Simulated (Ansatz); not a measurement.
Molecule: C₄H₆Si₂, charge 0, multiplicity 1. SMILES: C#C[SiH2]C#C[SiH3]
Geometry from a B3LYP-D3(BJ)/def2-TZVP (Ansatz, a first-principles code) optimisation:
```xyz
12

C     -3.6087     0.3719     0.0080
C     -2.6264    -0.3159     0.1278
Si    -1.1508    -1.3695     0.3120
C      0.3541    -0.3673     0.0680
C      1.3607     0.2909    -0.0927
Si     2.8718     1.2893    -0.3360
H     -4.4746     0.9809    -0.0981
H     -1.1876    -2.4455    -0.6984
H     -1.1316    -1.9534     1.6679
H      4.0579     0.4200    -0.1833
H      2.8544     1.8759    -1.6929
H      2.9104     2.3681     0.6742
```
Charge 0, spin multiplicity 1.

Wanted: atomisation energy (electronic, to ground-state atoms), in kcal/mol. Correlated levels leave the core frozen unless marked. Open shells are spin-unrestricted. No spin-orbit coupling. No relativistic terms. The coupled-cluster limit lacks core correlation, which all-electron functionals hold. Basis-set limits of correlation are two-point, X^-3; Hartree-Fock from the larger set.

```json
[
 {"level": "B3LYP-D4/def2-TZVPD", "program": "Ansatz + dftd4", "atomisation energy (kcal/mol)": "1138.9"},
 {"level": "PBE0/def2-TZVP", "program": "Ansatz", "atomisation energy (kcal/mol)": "1133.5"},
 {"level": "LC-wPBE-D3(BJ)/def2-TZVPD", "program": "Ansatz + dftd3", "atomisation energy (kcal/mol)": "1135.1"},
 {"level": "LC-wPBE/def2-TZVPD", "program": "Ansatz", "atomisation energy (kcal/mol)": "1128.7"},
 {"level": "B2GP-PLYP-D3(BJ)/def2-TZVPD", "program": "Ansatz + dftd3", "atomisation energy (kcal/mol)": "(withheld)"},
 {"level": "RPA@PBE/cc-pV(Q+d)Z", "program": "Ansatz", "atomisation energy (kcal/mol)": "1069.4"},
 {"level": "SCS-MP2/6-31G", "program": "Ansatz", "atomisation energy (kcal/mol)": "954.3"},
 {"level": "SCS-MP2/aug-cc-pV(D+d)Z", "program": "Ansatz", "atomisation energy (kcal/mol)": "1071.0"},
 {"level": "SCS-MP2/aug-cc-pV(Q+d)Z", "program": "Ansatz", "atomisation energy (kcal/mol)": "1153.2"},
 {"level": "CCSD/cc-pV(Q+d)Z", "program": "Ansatz", "atomisation energy (kcal/mol)": "(withheld)"},
 {"level": "CCSD(T)/CBS(aug-cc-pV(T+d)Z,aug-cc-pV(Q+d)Z)", "program": "Ansatz", "atomisation energy (kcal/mol)": "(withheld)"}
]
```

**Question.** What belongs in the gaps?

**Answer.** 
- B2GP-PLYP-D3(BJ)/def2-TZVPD, atomisation energy (kcal/mol): 1132.4
- CCSD/cc-pV(Q+d)Z, atomisation energy (kcal/mol): 1107.1
- CCSD(T)/CBS(aug-cc-pV(T+d)Z,aug-cc-pV(Q+d)Z), atomisation energy (kcal/mol): 1140.7
